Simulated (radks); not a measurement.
Problem. All-electron atom: Tb II in [Xe] 4f9 6s1. All-electron calculation, Dirac Kohn-Sham, BLYP, spin-unpolarised, spherical densities, point nucleus; open shells are shared between the two j in proportion to 2j + 1. Program: a radial shooting solver on a logarithmic mesh with Libxc functionals. Some entries of the table are withheld. Estimate them.

orbital     occ.  eigenvalue (hartree)  <r> (bohr)  <r^2> (bohr^2)
1s1/2          2             -1904.284     0.02150       0.0006314
2s1/2          2             -315.6941     0.09095        0.009826
2p1/2          2             -300.0107         (1)        0.007123
2p3/2          4             -272.5626         (2)        0.008353
3s1/2          2             -70.18506         (3)         0.06538
3p1/2          2             -63.36894      0.2286         0.06080
3p3/2          4             -57.70336      0.2418         0.06781
3d3/2          4                   (4)      0.2141         0.05394
3d5/2          6                   (5)      0.2182         0.05589
4s1/2          2             -14.07532      0.5414          0.3311
4p1/2          2             -11.40613      0.5527             (6)
4p3/2          4             -10.14350      0.5829             (7)
4d3/2          4              -5.75025      0.6177          0.4433
4d5/2          6              -5.52228      0.6285          0.4588
5s1/2          2              -1.97083       1.327           1.984
5p1/2          2                   (8)       1.500           2.564
5p3/2          4                   (9)       1.605           2.939
4f5/2    3.85714                  (10)      0.8938           1.101
4f7/2    5.14286                  (11)      0.9140           1.162
6s1/2          1              -0.32279       3.745           15.78

Solution. 
(1) 2p1/2 <r> (bohr): 0.07589
(2) 2p3/2 <r> (bohr): 0.08283
(3) 3s1/2 <r> (bohr): 0.2389
(4) 3d3/2 eigenvalue (hartree): -45.96453
(5) 3d5/2 eigenvalue (hartree): -44.72837
(6) 4p1/2 <r^2> (bohr^2): 0.3479
(7) 4p3/2 <r^2> (bohr^2): 0.3868
(8) 5p1/2 eigenvalue (hartree): -1.25426
(9) 5p3/2 eigenvalue (hartree): -1.09291
(10) 4f5/2 eigenvalue (hartree): -0.35409
(11) 4f7/2 eigenvalue (hartree): -0.32522
